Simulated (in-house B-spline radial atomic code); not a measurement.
The numbers below are computed, except where a source is named.
# Two electrons in InAs: a spherical dot of radius 23.5 nm with hard walls

For InAs the NSM archive of the Ioffe Institute lists m* = 0.023 m0 and ε = 15.15. In so narrow a gap the band flattens within tens of meV, so real spacings are smaller, by up to some tenths.

Effective-mass model with parabolic bands, a uniform dielectric constant, no image charges, no central-cell or spin-orbit terms. Two-electron levels come from full CI in B-splines with partial waves to l = 5 (up to 0.001 effective hartree above the limit).

What are the effective units, and what is the potential in them?

Ha* = 27211.386 meV × 0.023/15.15² = 2.727 meV and a* = 0.0529177 nm × 15.15/0.023 = 34.86 nm. The radius is R = 0.674 a*. The one-electron levels are π²/2R² = 10.8630 and 4.4934²/2R² = 22.2230 Ha*.

In these units the lowest s and p orbitals lie at 10.8630 and 22.2230, and their Coulomb and exchange integrals are J_ss = 2.6500, J_sp = 2.4031 and K_sp = 0.5336. (For an empty sphere J_ss = 1.786/R.) Full CI gives 24.3100 for the ground singlet, 34.9418 for the sp triplet, 35.9518 for the sp singlet and 56.5258 for the lowest triplet of two s orbitals.

What does it cost to add the second electron, to first order and exactly?

To first order E = 2ε_s + J_ss = 24.3760, so the charging energy E(2) − 2E(1) is J_ss = 7.226 meV. CI gives 24.3100 − 2 × (10.8630) = 2.5840, or 7.046 meV: relaxation and correlation lower it by 0.18 meV, 2.5 % of J_ss. The s² configuration of one-electron orbitals holds 99.8 % of the state, and the mean radius is 11.9 nm.

How far above the singlet do the triplets lie?

To first order the sp triplet lies at ε_s + ε_p + J_sp − K_sp = 34.9554, which is 28.85 meV above 2ε_s + J_ss. CI gives 34.9418 − (24.3100) = 10.6318, or 28.99 meV, 94 % of the orbital spacing of 30.98 meV. The ss triplet lies 87.85 meV up, so the lower of the two is the sp one, and its gap equals k_BT at 336 K. The sp singlet-triplet splitting is 2.754 meV, against 2K_sp = 2.91 meV.
